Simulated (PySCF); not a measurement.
Atomic charges by several schemes

Species: C3H10F2SSi2.
Geometry (GFN2-xTB, Å), atoms numbered from 1 in this order:
```xyz
18
C3H10F2SSi2 angstrom
C      3.6587   -0.3663   -0.8944
S      2.0573   -1.2285   -0.7734
Si     1.0952    0.0418    0.6429
F      1.3532    1.5628    0.1629
C     -0.7824   -0.2966    0.5771
F     -1.3353    0.1748    1.7668
C     -1.4785    0.3638   -0.6036
Si    -3.3744    0.1463   -0.5549
H      4.1664   -0.4073    0.0632
H      4.2379   -0.8901   -1.6466
H      3.4943    0.6622   -1.1964
H      1.6842   -0.0037    1.9659
H     -0.9918   -1.3723    0.5800
H     -1.0670   -0.0724   -1.5146
H     -1.2290    1.4261   -0.6150
H     -3.9133    0.7766   -1.7614
H     -3.6640   -1.2901   -0.5553
H     -3.9201    0.7793    0.6417
```

Density: PBE0/pcSseg-1 (PySCF); schemes: Mulliken, IAO, Hirshfeld and ESP-fitted. The structure is a single GFN2-xTB conformer in the gas phase; no vibrational or solvent corrections.

Task: What partial charge does each atom carry?

Result: In e:

```tsv
atom	environment	Mulliken	IAO	Hirshfeld	ESP-fitted
C1	S-methyl carbon	-0.399	-0.495	-0.110	-0.333
S2	sulfur bonded to C and Si	-0.327	-0.195	-0.094	-0.269
Si3	fluorine-bound silicon	+0.993	+1.111	+0.401	+0.366
F4	silicon-bound fluorine	-0.423	-0.537	-0.195	-0.230
C5	sp3 C–F carbon	-0.113	-0.098	-0.024	+0.175
F6	alkyl fluorine	-0.340	-0.329	-0.111	-0.260
C7	sp3 carbon bound to silicon	-0.544	-0.547	-0.166	-0.126
Si8	SiH3 silicon	+0.517	+0.607	+0.316	+0.369
H9	methyl hydrogen	+0.158	+0.159	+0.049	+0.146
H10	methyl hydrogen	+0.165	+0.175	+0.057	+0.189
H11	methyl hydrogen	+0.168	+0.167	+0.049	+0.140
H12	Si–H hydrogen	-0.084	-0.138	-0.070	-0.026
H13	methine hydrogen	+0.142	+0.147	+0.040	+0.061
H14	methylene hydrogen	+0.161	+0.162	+0.046	+0.038
H15	methylene hydrogen	+0.163	+0.157	+0.041	+0.064
H16	Si–H hydrogen	-0.086	-0.117	-0.076	-0.111
H17	Si–H hydrogen	-0.090	-0.122	-0.077	-0.107
H18	Si–H hydrogen	-0.062	-0.107	-0.073	-0.085
```

Mean size of the charges over all atoms: IAO 0.298 e, Mulliken 0.274 e, ESP-fitted 0.172 e, Hirshfeld 0.111 e. Each set sums to the total charge, 0, to within 0.001 e. The Mulliken scheme gives each basis function's population to the atom it is centred on and halves the overlap population of two atoms between them.

Lowest charge. The schemes don't all agree: Mulliken C7 (-0.544); IAO C7 (-0.547); Hirshfeld F4 (-0.195); ESP-fitted C1 (-0.333).

Highest charge. The schemes don't all agree: Mulliken Si3 (+0.993); IAO Si3 (+1.111); Hirshfeld Si3 (+0.401); ESP-fitted Si8 (+0.369).

Task: Sum the charges by element, for elements with more than one atom.

Result: 
```tsv
element	atoms	Mulliken	IAO	Hirshfeld	ESP-fitted
C	3	-1.056	-1.140	-0.300	-0.284
Si	2	+1.510	+1.718	+0.717	+0.735
F	2	-0.764	-0.866	-0.306	-0.491
H	10	+0.636	+0.483	-0.016	+0.309
```

Task: How closely do the schemes follow one another over all atoms?

Result: Correlation coefficient and root-mean-square difference: Mulliken with IAO 0.99, 0.062 e; IAO with Hirshfeld 0.97, 0.253 e; Mulliken with Hirshfeld 0.96, 0.219 e; Mulliken with ESP-fitted 0.87, 0.206 e; Hirshfeld with ESP-fitted 0.87, 0.103 e; IAO with ESP-fitted 0.87, 0.240 e.
